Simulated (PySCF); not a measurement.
This PySCF input asks for the NMR shieldings of SMILES CC#C[B@@H-](CC)[N+]#C[SiH3], C6H12BNSi; the geometry comes from GFN2-xTB.

```python
import basis_set_exchange as bse
import numpy as np
from pyscf import gto, dft
from pyscf.prop import nmr

atoms = """
C     3.427240   -2.252259   -0.172967
C     2.358922   -1.324999    0.154899
C     1.488498   -0.542537    0.428417
B     0.369925    0.484592    0.776003
C     0.400829    1.792980   -0.236594
C    -0.671517    2.831495    0.071669
N    -0.890066   -0.191964    0.497049
C    -1.879550   -0.689056    0.171999
Si   -3.470056   -1.477692   -0.377330
H     4.099037   -1.806894   -0.908068
H     3.012156   -3.171472   -0.589301
H     4.000476   -2.499947    0.721393
H     0.359691    0.795148    1.927729
H     0.298796    1.468655   -1.274784
H     1.383953    2.256158   -0.142364
H    -1.669837    2.407996   -0.042033
H    -0.572085    3.192238    1.093560
H    -0.590996    3.687776   -0.599040
H    -3.103117   -2.468362   -1.385438
H    -4.073887   -2.077888    0.810278
H    -4.287332   -0.397027   -0.925550
"""
names = dict.fromkeys(["C", "B", "N", "Si", "H"], "pcSseg-1")
basis = {el: gto.basis.parse(bse.get_basis(n, elements=[el], fmt="nwchem")) for el, n in names.items()}
mol = gto.M(atom=atoms, basis=basis, charge=0, verbose=0)
mf = dft.RKS(mol, xc="PBE0")
mf.grids.level = 2
mf.grids.alignment = dft.numint.BLKSIZE   # the property module wants whole blocks of grid points
mf.conv_tol = 1e-9
mf.kernel()

calc = nmr.RKS(mf)   # GIAO
C = mf.mo_coeff
Co = C[:, mf.mo_occ > 0]
resp = mf.gen_response(singlet=True, hermi=2)
def vind(x):   # induced exchange potential for any number of trial vectors
    d = np.einsum("pi,xij,qj->xpq", C, 2 * x.reshape(-1, C.shape[1], Co.shape[1]), Co, optimize=True)
    return np.einsum("xpq,pi,qj->xij", resp(d - d.transpose(0, 2, 1)), C, Co, optimize=True).ravel()
mo1, _ = nmr.rhf.solve_mo1(calc, with_cphf=vind)
sigma = calc.kernel(mo1)
for i, s in enumerate(sigma):   # ppm
    print("%2d %-2s %9.2f" % (i, mol.atom_pure_symbol(i), np.trace(s) / 3))
```

Q: What does it print?

A: 
```
 0 C     180.71
 1 C      89.57
 2 C      90.15
 3 B     133.41
 4 C     159.65
 5 C     171.69
 6 N     -20.01
 7 C      66.60
 8 Si    446.49
 9 H      29.72
10 H      29.86
11 H      29.72
12 H      29.41
13 H      31.14
14 H      30.52
15 H      30.96
16 H      30.77
17 H      30.41
18 H      27.27
19 H      27.28
20 H      27.23
```

These numbers come from an equivalent density-fitted implementation of the same equations, which agrees with the script to about 0.01 ppm for H and up to a few tenths of a ppm for heavy atoms, so last digits may differ.

Size and cost of the density-fitted run: 220 basis functions, 110 s wall time on 1 thread of an Arm Neoverse N1, shared host; peak memory 1 GiB.
